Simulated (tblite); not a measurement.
Problem. Write Cartesian coordinates for InChI=1S/C8H12O2/c1-7(2)10-8-5-3-4-6-9-8/h4-7H,3H2,1-2H3 as optimised with GFN2-xTB.

Solution. 
```xyz
22
C8H12O2 angstrom
C     -3.099   -0.680    0.038
C     -1.797    0.091    0.214
C     -1.873    1.475   -0.428
O     -0.783   -0.699   -0.410
C      0.514   -0.436   -0.136
C      1.488   -1.003   -0.841
C      2.944   -0.781   -0.541
C      3.074    0.112    0.657
C      2.024    0.623    1.274
O      0.719    0.416    0.921
H     -3.017   -1.660    0.498
H     -3.307   -0.811   -1.021
H     -3.919   -0.137    0.499
H     -1.570    0.194    1.284
H     -0.933    2.007   -0.297
H     -2.073    1.376   -1.492
H     -2.668    2.054    0.033
H      1.222   -1.661   -1.649
H      3.447   -1.740   -0.354
H      3.451   -0.329   -1.404
H      4.065    0.336    1.017
H      2.081    1.271    2.136
```

Orientation and origin are arbitrary. Atoms count from 1 in this order. The 6 C–C bonds span 1.322 Å (C8=C9, drawn double) to 1.528 Å (C2–C3, drawn single), a spread of 0.206 Å. The 4 C–O bonds span 1.351 Å (O4–C5, drawn single) to 1.429 Å (C2–O4, drawn single), a spread of 0.078 Å. O4 (ether oxygen) is bent (angle 119.0°). Of the pairs four or more bonds apart, O10···H14 is among the closest relative to their van der Waals radii: 2.33 Å, 86 % of the sum of Bondi's values.

Bonds between heavy atoms (Å): C1–C2 1.524, C2–C3 1.528, C2–O4 1.429, O4–C5 1.351, C5=C6 1.330, C6–C7 1.503, C7–C8 1.500, C8=C9 1.322, C9–O10 1.367, C5–O10 1.373.

The geometry is computed with GFN2-xTB (gas phase).

Point group: C1 (no symmetry element, even within 0.4 Å). Its GFN2-xTB frequencies are all real (lowest 31 cm⁻¹). The numbers are those of one conformer (C1–C2–O4–C5 -164°, C2–O4–C5–C6 -170°). 3 starts were optimised and ended at 0.00, 0.00 and 1.91 kcal/mol (GFN2-xTB); the lowest of these is shown.

Time: 1.1 s. Hardware: Arm Neoverse V1, one thread, on a shared host. That covers the optimisation of the geometry.
